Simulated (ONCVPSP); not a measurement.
## Cutoff test, H, ONCV

```json
{"Element": "H", "Generator": "ONCVPSP 4.0.1", "Type": "optimised norm-conserving Vanderbilt (ONCV)", "Functional": "PBE", "Relativity": "scalar-relativistic", "Frozen core": "none", "Valence charge": "1", "Reference configuration": "1s1", "Partial waves": "1s: rc 1.35 bohr, ncon 3, nbas 6, qcut 6.3 1/bohr, local", "Local potential": "the s channel", "Core correction": "none"}
```

Question: For each optimised wave give the share of its norm inside rc, the residual kinetic energy above qcut (Ha) and the cutoffs (Ha) for errors of 10, 1, 0.1 and 0.01 mHa per electron.

Answer:

```csv
wave,norm inside rc,residual KE,10 mHa,1 mHa,0.1 mHa,0.01 mHa
1s,0.464,1.5e-05,6.7,11.9,16.2,22.2
```

The occupied waves need 12 Ha and 16 Ha for 1 and 0.1 mHa.
